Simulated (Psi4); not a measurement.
Cl₂Sn, triplet, at a GFN2-xTB geometry (such geometries of metal compounds can be far from the true shape) (the spin is typed, not shown lowest) (all electrons, no relativity); PBE0/STO-3G run with Psi4.

Here is a job for Psi4.
```
memory 2 GB

molecule {
0 3
  Sn    0.00993257   -0.00944619    0.58952790
  Cl    1.24741626    1.57493270   -0.86320274
  Cl   -1.27662969   -1.54714980   -0.87070284
}

set basis sto-3g
set reference uks
set scf_type pk
set dft_radial_points 35

energy('pbe0')
print_variables()
```

Problem. What does Psi4 print? Leave out banner, timings and long lists.

Solution. 
```
   => Loading Basis Set <=

    Name: STO-3G
    Role: ORBITAL
    Keyword: BASIS

         ---------------------------------------------------------
                                   SCF
               by Justin Turney, Rob Parrish, Andy Simmonett
                          and Daniel G. A. Smith
                              UKS Reference
         ---------------------------------------------------------

  ==> Geometry <==

    Molecular point group: c2v
    Full point group: C2v

    Geometry (in Angstrom), charge = 0, multiplicity = 3:

       Center              X                  Y                   Z               Mass
    ------------   -----------------  -----------------  -----------------  -----------------
         SN           0.000000000000     0.000000000000     0.536717750606   119.902201630000
         CL          -0.000000000000     2.007377850955    -0.920156582441    34.968852682000
         CL           0.000000000000    -2.007377850955    -0.920156582441    34.968852682000

  Running in c2v symmetry.

  Rotational constants: A =      0.17980  B =      0.05982  C =      0.04489 [cm^-1]
  Rotational constants: A =   5390.41238  B =   1793.27777  C =   1345.61854 [MHz]
  Nuclear repulsion =  400.786367669981928

  Charge       = 0
  Multiplicity = 3
  Electrons    = 84
  Nalpha       = 43
  Nbeta        = 41

  ==> Algorithm <==

  SCF Algorithm Type is PK.
  DIIS enabled.
  MOM disabled.
  Fractional occupation disabled.
  Guess Type is SAD.
  Energy threshold   = 1.00e-06
  Density threshold  = 1.00e-06
  Integral threshold = 1.00e-12

  ==> Primary Basis <==

  Basis Set: STO-3G
    Blend: STO-3G
    Number of shells: 21
    Number of basis functions: 45
    Number of Cartesian functions: 47
    Spherical Harmonics?: true
    Max angular momentum: 2

  ==> DFT Potential <==

   => LibXC <=

    Version 7.1.2
    S. Lehtola, C. Steigemann, M. J. T. Oliveira, and M. A. L. Marques,  SoftwareX 7, 1–5 (2018) (10.1016/j.softx.2017.11.002)

   => Composite Functional: PBE0 <=

    PBE0 Hyb-GGA Exchange-Correlation Functional

    C. Adamo and V. Barone,  J. Chem. Phys. 110, 6158 (1999) (10.1063/1.478522)
    M. Ernzerhof and G. E. Scuseria,  J. Chem. Phys. 110, 5029 (1999) (10.1063/1.478401)

    Deriv               =              1
    GGA                 =           TRUE
    Meta                =          FALSE

    Exchange Hybrid     =           TRUE
    MP2 Hybrid          =          FALSE

   => Exchange Functionals <=

[...]

   @Spin Contamination Metric:   2.052048400E-03
   @S^2 Expected:                2.000000000E+00
   @S^2 Observed:                2.002052048E+00
   @S   Expected:                1.000000000E+00
   @S   Observed:                1.000000000E+00

    Orbital Energies [Eh]
    ---------------------

    Alpha Occupied:

[...]
       8B1    -0.116479

    Alpha Virtual:

[...]
    Beta Occupied:

[...]
    Beta Virtual:

[...]
      13B2     0.131363

    Final Occupation by Irrep:
             A1    A2    B1    B2
    DOCC [    18,    4,    7,   12 ]
    SOCC [     1,    0,    1,    0 ]
    NA   [    19,    4,    8,   12 ]
    NB   [    18,    4,    7,   12 ]

  @UKS Final Energy: -6874.86168855768028

   => Energetics <=

    Nuclear Repulsion Energy =            400.7863676699819280
    One-Electron Energy =              -10307.8866814329849149
    Two-Electron Energy =                3195.7148381777606119
    DFT Exchange-Correlation Energy =    -163.4762129724379065
    Empirical Dispersion Energy =           0.0000000000000000
    VV10 Nonlocal Energy =                  0.0000000000000000
    Total Energy =                      -6874.8616885576802815

  UHF NO Occupations:
  HONO-2 :   18 A1 1.9991172
  HONO-1 :   19 A1 1.0000000
  HONO-0 :    8 B1 1.0000000
  LUNO+0 :   20 A1 0.0008828
  LUNO+1 :   13 B2 0.0001436

Computation Completed

Properties will be evaluated at   0.000000,   0.000000,   0.000000 [a0]

Properties computed using the SCF density matrix

 Multipole Moments:

 ------------------------------------------------------------------------------------
     Multipole            Electronic (a.u.)      Nuclear  (a.u.)        Total (a.u.)
 ------------------------------------------------------------------------------------

 L = 1.  Multiply by 2.5417464519 to convert [e a0] to [Debye]
 Dipole X            :          0.0000000            0.0000000            0.0000000
 Dipole Y            :          0.0000000            0.0000000            0.0000000
 Dipole Z            :         10.0533942           -8.4082160            1.6451782
 Magnitude           :                                                    1.6451782

 ------------------------------------------------------------------------------------

  Variable Map:
  ----------------------------------------------------------------------------
[...]
  Array Variable Map:
  ----------------------------------------------------------------------------
[...]
[...]
```
